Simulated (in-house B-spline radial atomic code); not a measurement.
RPA and G0W0 for neutral silver, [Kr] 4d10 5s1, highest spin, as one setting changes: the radius of a hard wall (bohr). Start: PBE0. A dash marks a level of low quasi-particle weight. Computed with an all-electron radial atomic-structure program (B-spline basis): all electrons, scalar-relativistic (spin-free one-electron X2C), finite nucleus, each spin shell either full or empty, empty states to l = 9 with an (l + 1/2)⁻⁴ tail; G0W0 by contour deformation at full frequency.

RPA overbinds a lone outer s electron by self-correlation, and G0W0 tends to as well.

| radius of a hard wall (bohr) | mean-field level (eV) | G0W0 level (eV) | RPA correlation (Eh) |
| --- | --- | --- | --- |
| 2.5 | 42.55 | 5s up 37.40 | -3.625 |
| 3 | 17.463 | 5s up 12.879 | -3.6162 |
| 3.5 | 6.506 | 5s up 2.333 | -3.6129 |
| 4 | 1.196 | 5s up -2.653 | -3.6093 |
| 5 | ? | ? | ? |
| 6 | ? | ? | ? |
| 8 | -5.188 | 5s up -7.943 | -3.5879 |
| 12 | -5.310 | 5s up -7.891 | -3.5854 |

(1) What belongs in the row for 6?

(2) What belongs in the row for 5?

Answers

(1) mean-field level (eV): -4.491; G0W0 level (eV): 5s up -7.574; RPA correlation (Eh): -3.5945.

(2) mean-field level (eV): -3.101; G0W0 level (eV): 5s up -6.484; RPA correlation (Eh): -3.6012.
